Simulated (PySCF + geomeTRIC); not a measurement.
Species: C₄H₈Si₂, SMILES `[SiH3]C1=CC=C[SiH2]1` (charge 0, multiplicity 1).

Task: Give a relaxed geometry from B3LYP-D3(BJ)/def2-TZVP (PySCF + geomeTRIC).

Result: the end point of this relaxation (outside a Z-matrix the atoms follow the SMILES, hydrogens last).
Bonded distances (Å): Si1–C2 1.849, Si1–H7 1.484, Si1–H8 1.484, Si1–H9 1.484, C2–C3 1.352, C2–Si6 1.878, C3–C4 1.480, C3–H10 1.087, C4–C5 1.344, C4–H11 1.085, C5–Si6 1.869, C5–H12 1.081, Si6–H13 1.483, Si6–H14 1.483. Angles (°): C2–Si1–H7 109.9, C2–Si1–H8 110.8, C2–Si1–H9 110.8, H7–Si1–H8 109.0, H7–Si1–H9 109.0, H8–Si1–H9 107.3, Si1–C2–C3 123.9, Si1–C2–Si6 131.0, C3–C2–Si6 105.1, C2–C3–C4 118.3, C2–C3–H10 123.0, C4–C3–H10 118.7, C3–C4–C5 116.7, C3–C4–H11 119.5, C5–C4–H11 123.8, C4–C5–Si6 106.6, C4–C5–H12 122.5, Si6–C5–H12 131.0, C2–Si6–C5 93.3, C2–Si6–H13 113.4, C2–Si6–H14 113.4, C5–Si6–H13 113.9, C5–Si6–H14 113.9, H13–Si6–H14 108.4.
